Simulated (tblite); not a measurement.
Compound: C2H5OSSi (doublet state).
Structure used (GFN2-xTB), in Å, numbered top down from 1:
```
atom  x, y, z in Å
C1     1.513    0.169    0.651
C2     1.199    0.737   -0.577
O3     1.887    1.019   -1.521
S4    -0.602    1.272   -0.607
Si5   -1.671   -0.550   -0.131
H6     0.766   -0.100    1.373
H7     2.551    0.100    0.928
H8    -1.957   -0.515    1.299
H9    -0.809   -1.668   -0.487
H10   -2.867   -0.459   -0.950
```

Level: GFN2-xTB in tblite, geometry and Hessian alike; calculated harmonic values, unscaled, isolated species. Errors from tens to a few hundred cm⁻¹ against measured bands are possible. Modes of hydrogen on silicon can be 10 to 20 % off. One conformer, not necessarily the lowest. Open shells enter through the occupations alone, without spin polarisation, and single modes of such species can be off by tens of per cent.

Harmonic wavenumbers (cm⁻¹): 42.2, 72.2, 128.8, 266.3, 376.5, 416.7, 493.7, 502.9, 536.4, 541.4, 579.4, 690.1, 746.7, 761.1, 766.8, 978.9, 1124.2, 1382.1, 1736.9, 2307.1, 2336.6, 2362.4, 3101.3, 3164.0.

A = 5818, B = 1983, C = 1699 MHz; mass 104.983 u (most abundant isotopes); point group C1, symmetry number 1; spin multiplicity 2.

**Question.** What is the zero-point energy?

**Answer.** ½Σν̃ = 12707 cm⁻¹ = 152.01 kJ/mol.

**Question.** Give the ideal-gas entropy at 400 K and 1 bar in the rigid-rotor, harmonic-oscillator model (classical rotation).

**Answer.** Translation 173.00, rotation 117.46, vibration 111.42, spin (R ln 2) 5.76: S = 407.6 J/(mol K).

**Question.** And Cp and H(400 K) − H(0)?

**Answer.** Cp = 137.90 J/(mol K), of which vibrations give 104.65 (their classical limit is 24 R = 199.5); H(400 K) − H(0) = 35.86 kJ/mol without the zero-point energy, 22.56 from vibrations.

**Question.** What must be added to the electronic energy to get the Gibbs energy at 400 K and 1 bar?

**Answer.** ZPE + [H(400 K) − H(0)] − T·S = 152.01 + 35.86 − 163.06 = 24.81 kJ/mol.

**Question.** How do the functions run with temperature in this model?

**Answer.** 
| T (K) | S (J/(mol K)) | Cp (J/(mol K)) | H − H(0) (kJ/mol) | G − H(0) (kJ/mol) | ln q(vib) |
| --- | --- | --- | --- | --- | --- |
| 50 | 238.9 | 49.7 | 2.04 | -9.90 | 0.51 |
| 100 | 276.8 | 61.2 | 4.81 | -22.87 | 1.43 |
| 298.15 | 370.0 | 118.2 | 22.76 | -87.55 | 4.87 |
| 373.15 | 398.2 | 133.4 | 32.22 | -116.38 | 6.16 |
| 500 | 440.0 | 152.0 | 50.39 | -169.62 | 8.28 |
| 750 | 506.6 | 176.0 | 91.63 | -288.30 | 12.09 |
| 1000 | 559.5 | 191.6 | 137.72 | -421.78 | 15.44 |

q(vib) and H(0) count from the zero-point level.

**Question.** Which modes carry the vibrational entropy at 400 K?

**Answer.** 42.2 cm⁻¹: 24.00; 72.2 cm⁻¹: 19.55; 128.8 cm⁻¹: 14.79; 266.3 cm⁻¹: 8.98; 376.5 cm⁻¹: 6.40; 416.7 cm⁻¹: 5.69 J/(mol K); the other 18 give 32.02 together.

Hindered rotation and anharmonicity are outside this model. Other conformers, if any are populated, would add a mixing term that is left out. The structure is chiral; the term R ln 2 for an equal mix with its mirror image is left out.

Hardware: Arm Neoverse V2, one thread, no GPU, on a shared host. Cost: 0.2 s. The figure is for the frequency step alone.
